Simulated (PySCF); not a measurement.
This PySCF input asks for the NMR shieldings of `C=C[SiH2]C[C@@](C)(N)C=C`, C7H15NSi; the geometry comes from GFN2-xTB.

```python
import basis_set_exchange as bse
import numpy as np
from pyscf import gto, dft
from pyscf.prop import nmr

atoms = """
C     3.751457    0.248673    0.009484
C     3.155446   -0.891899   -0.299444
Si    1.336813   -1.303391   -0.024649
C     0.409090    0.283619    0.461906
C    -1.128488    0.258332    0.434552
C    -1.677550   -0.952334    1.195411
N    -1.578137    1.449376    1.149319
C    -1.594474    0.181468   -1.002765
C    -2.263700    1.115230   -1.652817
H     4.802434    0.424605   -0.167052
H     3.212753    1.068546    0.456860
H     3.757752   -1.674802   -0.744745
H     0.825956   -1.893314   -1.272903
H     1.245851   -2.312947    1.041509
H     0.697575    0.557722    1.479150
H     0.737092    1.102564   -0.184113
H    -2.764621   -0.905730    1.233827
H    -1.385648   -1.879239    0.710545
H    -1.295407   -0.943972    2.212195
H    -2.591361    1.497762    1.155888
H    -1.225389    2.286876    0.698925
H    -1.328159   -0.737893   -1.505200
H    -2.553253    2.049296   -1.196452
H    -2.557765    0.991219   -2.681479
"""
names = dict.fromkeys(["C", "Si", "N", "H"], "pcSseg-1")
basis = {el: gto.basis.parse(bse.get_basis(n, elements=[el], fmt="nwchem")) for el, n in names.items()}
mol = gto.M(atom=atoms, basis=basis, charge=0, verbose=0)
mf = dft.RKS(mol, xc="PBE0")
mf.grids.level = 2
mf.grids.alignment = dft.numint.BLKSIZE   # the property module wants whole blocks of grid points
mf.conv_tol = 1e-9
mf.kernel()

calc = nmr.RKS(mf)   # GIAO
C = mf.mo_coeff
Co = C[:, mf.mo_occ > 0]
resp = mf.gen_response(singlet=True, hermi=2)
def vind(x):   # induced exchange potential for any number of trial vectors
    d = np.einsum("pi,xij,qj->xpq", C, 2 * x.reshape(-1, C.shape[1], Co.shape[1]), Co, optimize=True)
    return np.einsum("xpq,pi,qj->xij", resp(d - d.transpose(0, 2, 1)), C, Co, optimize=True).ravel()
mo1, _ = nmr.rhf.solve_mo1(calc, with_cphf=vind)
sigma = calc.kernel(mo1)
for i, s in enumerate(sigma):   # ppm
    print("%2d %-2s %9.2f" % (i, mol.atom_pure_symbol(i), np.trace(s) / 3))
```

Question: What does it print?

Answer: 
```
 0 C      45.43
 1 C      45.66
 2 Si    404.93
 3 C     160.85
 4 C     131.28
 5 C     155.36
 6 N     202.81
 7 C      27.13
 8 C      73.58
 9 H      25.30
10 H      25.72
11 H      25.21
12 H      27.18
13 H      27.16
14 H      30.10
15 H      30.85
16 H      30.80
17 H      30.57
18 H      30.26
19 H      30.99
20 H      30.63
21 H      24.77
22 H      26.36
23 H      26.44
```

These numbers come from an equivalent density-fitted implementation of the same equations, which agrees with the script to about 0.01 ppm for H and up to a few tenths of a ppm for heavy atoms, so last digits may differ.

Question: Turn these shieldings into chemical shifts. References, each an isolated molecule treated in the same way: TMS for 13C (186.93 ppm) and 29Si (349.16 ppm) and 1H (31.72 ppm); NH3 for 15N (267.73 ppm).

Answer: Averaging equivalent atoms: C 7: 159.8; C 0: 141.5; C 1: 141.3; C 8: 113.3; C 4: 55.6; C 5: 31.6; C 3: 26.1; Si 2: -55.8; N 6: 64.9; H 21: 6.95; H 11: 6.51; H 9: 6.41; H 10: 6.00; H 22: 5.36; H 23: 5.28; H 13: 4.56; H 12: 4.53; H 14: 1.62; H 16/17/18: 1.17; H 19/20: 0.91; H 15: 0.86 ppm. Experimental scales use liquid or dissolved standards, which lie at an offset from isolated NH3 (liquid NH3: subtract about 20 ppm).

Size and cost of the density-fitted run: 235 basis functions, 65 s wall time on 1 thread of an Arm Neoverse V1, shared host; peak memory 1.1 GiB.
